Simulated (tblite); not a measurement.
C5H5BrF2O.
Numbering: `[F:1][C@H:2]([Br:3])[C@@H:4]([F:5])[O:6][C:7]1=[CH:8][CH2:9]1` (hydrogens: H10 on C2; H11 on C4; H12 on C8; H13, H14 on C9)

Computed with GFN2-xTB (tblite), gas phase: L-BFGS steps from a force-field or distance-geometry start until the largest atomic force falls under 0.01 eV/Å.

Step 1: E = -836.9628 eV
```
atom  x, y, z in Å  |  force x, y, z in eV/Å
F1     -2.3390    1.9257   -0.0271   -0.130  -0.627  -0.123
C2     -2.3766    0.5895   -0.2900    0.475   0.018  -0.024
Br3    -3.7851   -0.2550    0.7608    0.072   0.162  -0.107
C4     -1.0269   -0.0308    0.1295    0.707   0.167   0.062
F5     -1.0240   -1.3934   -0.0890   -0.212   0.463  -0.088
O6      0.0016    0.5684   -0.5994    0.722  -0.704   0.213
C7      1.2980    0.1219   -0.3500   -1.500   0.383   0.034
C8      2.5082   -0.0393   -0.7667    0.939  -0.067  -1.109
C9      2.2377   -0.5432    0.6247   -0.650   0.272   0.139
H10    -2.5868    0.4246   -1.3582    0.030   0.137   0.218
H11    -0.8765    0.1044    1.2153   -0.019  -0.065   0.031
H12     3.2807    0.0576   -1.5256   -0.664  -0.014   0.572
H13     2.0731   -1.6090    0.8130    0.355   0.391   0.104
H14     2.6149    0.0781    1.4405   -0.122  -0.515   0.079
```

Step 2: E = -837.0278 eV
```
atom  x, y, z in Å  |  force x, y, z in eV/Å
F1     -2.3420    1.9058   -0.0308   -0.082   0.207   0.028
C2     -2.3684    0.5948   -0.2920    0.607  -0.593   0.073
Br3    -3.7835   -0.2510    0.7583    0.097   0.105  -0.085
C4     -1.0052   -0.0272    0.1318   -0.078   0.099   0.080
F5     -1.0292   -1.3800   -0.0910   -0.155   0.076  -0.096
O6      0.0168    0.5487   -0.5914    0.019   0.048  -0.338
C7      1.2850    0.1297   -0.3594    0.721  -0.330   0.232
C8      2.5077   -0.0369   -0.7885   -0.930  -0.243   0.789
C9      2.2222   -0.5379    0.6356   -0.628   0.559  -1.165
H10    -2.5860    0.4282   -1.3514    0.039   0.044  -0.007
H11    -0.8776    0.1026    1.2140    0.082  -0.015   0.254
H12     3.2661    0.0571   -1.5125    0.114   0.090  -0.214
H13     2.0822   -1.5980    0.8151    0.209   0.104   0.113
H14     2.6112    0.0636    1.4400   -0.015  -0.151   0.336
```

Step 3: E = -837.0642 eV
```
atom  x, y, z in Å  |  force x, y, z in eV/Å
F1     -2.3438    1.9040   -0.0312   -0.042   0.123   0.020
C2     -2.3588    0.5884   -0.2915    0.376  -0.327   0.066
Br3    -3.7820   -0.2488    0.7566    0.119   0.079  -0.081
C4     -1.0014   -0.0251    0.1332   -0.043   0.042   0.088
F5     -1.0323   -1.3760   -0.0926   -0.120  -0.012  -0.079
O6      0.0211    0.5448   -0.5938   -0.072   0.104  -0.318
C7      1.2871    0.1279   -0.3577   -0.131  -0.062   0.129
C8      2.4997   -0.0397   -0.7853   -0.065  -0.150   0.066
C9      2.2110   -0.5298    0.6236   -0.224   0.148  -0.192
H10    -2.5853    0.4296   -1.3500    0.085   0.001  -0.015
H11    -0.8768    0.1020    1.2169    0.110  -0.005   0.220
H12     3.2637    0.0581   -1.5116   -0.036   0.065  -0.073
H13     2.0869   -1.5943    0.8170    0.159   0.182   0.042
H14     2.6103    0.0585    1.4442   -0.116  -0.189   0.128
```

Question: Estimate the geometry and energy of step 4. (The exact step hangs on the optimiser's Hessian estimate; all steps are aligned on step 3, rigid shifts and turns removed.)

Answer: E = -837.0780 eV, largest force 0.286 eV/Å
```
atom  x, y, z in Å  |  force x, y, z in eV/Å
F1     -2.3455    1.9033   -0.0315    0.007  -0.027  -0.001
C2     -2.3477    0.5810   -0.2903    0.077   0.013   0.038
Br3    -3.7789   -0.2461    0.7542    0.126   0.046  -0.067
C4     -0.9984   -0.0233    0.1357    0.039  -0.011   0.060
F5     -1.0362   -1.3735   -0.0949   -0.072  -0.044  -0.045
O6      0.0224    0.5434   -0.5999   -0.183   0.083  -0.204
C7      1.2843    0.1271   -0.3563   -0.237   0.049  -0.060
C8      2.4952   -0.0430   -0.7858    0.053  -0.061  -0.106
C9      2.2016   -0.5242    0.6185    0.021  -0.046   0.213
H10    -2.5833    0.4304   -1.3490    0.143  -0.037   0.008
H11    -0.8744    0.1015    1.2220    0.140  -0.004   0.134
H12     3.2605    0.0597   -1.5113   -0.059   0.052  -0.047
H13     2.0925   -1.5881    0.8186    0.088   0.106   0.013
H14     2.6071    0.0513    1.4477   -0.142  -0.119   0.066
```

The energy changes by -0.0137 eV. The first-order estimate −F·Δx gives -0.0212 eV and the mean of the old and new forces, exact on a quadratic surface, -0.0137 eV. The step makes an angle of 26° with the force vector and moves no atom by more than 0.013 Å.

What follows is the cost of the whole relaxation. Hardware: one thread, Arm Neoverse N1 (aarch64), on a shared host. Cost: 0.76 s wall.
